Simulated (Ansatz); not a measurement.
A made-up structure of CH₂BrSi (charge -1), singlet:

Si1  (-0.276, 0.349, -1.263)
C2  (0.209, -0.119, 0.216)
Br3  (1.756, -0.671, 0.118)
H4  (-1.474, 0.618, -0.378)
H5  (-0.215, -0.176, 1.307)
(Å)

It is relaxed with PBE-D4/def2-SVPD and then PBE0-D4/def2-TZVPD (Ansatz 0.2.0). Atoms count as bonded within 1.22 times the sum of their covalent radii (H–H: 0.88 Å). The end point is not checked to be a true minimum.

Does its bonding change? (A judgement: the text doesn't fix the answer.)

Computed: Yes. Formed: none; broken: Si1–Br3.

Where it ends: The first stage lowers the energy by 2.71 eV in 8 steps. It ends as CH₂BrSi ([SiH][CH][Br]), total charge -1:
```
5
angstrom
Si -0.4717 0.4194 -1.2564
C 0.2733 -0.1462 0.2324
Br 2.1017 -0.8338 0.2997
H -1.7958 0.7645 -0.5231
H -0.1075 -0.2039 1.2474
```

Labels in which every atom is bracketed show which atoms are joined, not bond orders.

For scale, one of the runs: PBE0-D4/def2-TZVPD relaxation, 155 basis functions, launched by `ansatz run in.yaml --threads 2 --pin off --events-out ev --progress --plain --max-ram 4352MiB`. The run took about 35 s on 2 CPU threads of an Arm Neoverse V1 (shared host).
